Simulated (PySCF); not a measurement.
Correlation energy of S+ (sulfur, charge +1)

[Ne] 3s2 3p3, high-spin 4S determinant. Calculation: PySCF 2.14, in def2-SVP (4s3p1d, 18 functions); no relativity, point nucleus. Frozen: [Ne]; 5 electrons correlated.

MP2 pair energies summed by pair of shells (mhartree):

```json
{"pair": "3s-3p", "energy": "-44.04", "share (%)": "64.5"}
{"pair": "3p-3p", "energy": "-16.25", "share (%)": "23.8"}
{"pair": "3s-3s", "energy": "-8.03", "share (%)": "11.8"}
```

Total MP2 correlation energy: -68.32 mhartree.

Same-spin part -18.34 and opposite-spin part -49.98 mhartree; SCS-MP2 scales them by 1/3 and 6/5 to -66.09 mhartree.

```
  level  correlation energy (mhartree)
   CCSD                         -86.68
    (T)                          -0.95
CCSD(T)                         -87.63
```

Diagnostics: T1 = 0.0031, D1 = 0.0064, largest double amplitude 0.062.

Question: Is a single reference adequate?

Answer: Yes: T1 lies below 0.03 and no double amplitude reaches 0.07.
